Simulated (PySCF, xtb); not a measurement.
C2H4FGa, SMILES C=[CH][GaH][F]. Other conformers were not sampled.

Harmonic wavenumbers (cm⁻¹) from GFN2-xTB run with xtb 6.7.1 at its own minimum, in rising order: 75, 79, 220, 333, 423, 452, 479, 528, 914, 958, 1013, 1186, 1386, 1596, 1651, 2947, 3036, 3055.

Problem. What does PBE-D3(BJ)/def2-SVP run with PySCF give at its own minimum? (The exact figures need the calculation; the answer reports its results.)

Solution. 76, 112, 274, 395, 507, 554, 610, 670, 958, 962, 1012, 1211, 1370, 1602, 1937, 3036, 3082, 3125. Paired by order, the mean absolute difference is 66 cm⁻¹ and the zero-point energies are 29.1 and 30.7 kcal/mol.
